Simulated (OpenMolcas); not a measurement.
Computed levels of 5s2 5p2 in ions with 50 electrons, in cm-1 above 3P0.

```yaml
Program: OpenMolcas 26.06
Method: RASSCF
Basis: ANO-RCC-VQZP
Scalar_Hamiltonian: DKH2, point nucleus
Spin-orbit_coupling: RASSI with atomic mean-field integrals over the reference wave functions, term energies averaged over their components
```

Active space for each ion: 4 electrons in 9 orbitals (RAS2 5s 5p; RAS3 5d, at most 2 electrons).

| Level | Sb+ | Te2+ | Xe4+ |
| --- | --- | --- | --- |
| 3P1 | 2543 | 3849 | 7581 |
| 3P2 | 5035 | 7337 | 12867 |
| 1D2 | 12580 | 17600 | 27309 |
| 1S0 | 24480 | 31237 | 44460 |

**Question.** Estimate 3P2, 1D2, 1S0 for I3+ from its neighbours Te2+ and Xe4+.

**Answer.** 3P2 is fine structure, which grows about as the fourth power of a screened charge, so the fourth roots are averaged: ((7337^0.25 + 12867^0.25) / 2)^4 = 9812. The calculation gives 9861, so the estimate is off by -0.5 %.
1D2 is another term, which grows about linearly with the charge: (17600 + 27309) / 2 = 22454. The calculation gives 22009, so the estimate is off by +2.0 %.
1S0 is another term, which grows about linearly with the charge: (31237 + 44460) / 2 = 37848. The calculation gives 37482, so the estimate is off by +1.0 %.

The run also gave levels led by 5s 5p2 5d, 5s2 5p 5d, which use shells meant for correlation; these and all levels above them are left out (holds for Sb+; Te2+; I3+). Active for correlation alone: 5d; no level in the range computed is led by a configuration that fills it, so any true level of that kind is missing (holds for Xe4+). Levels of configurations outside the active space are missing.
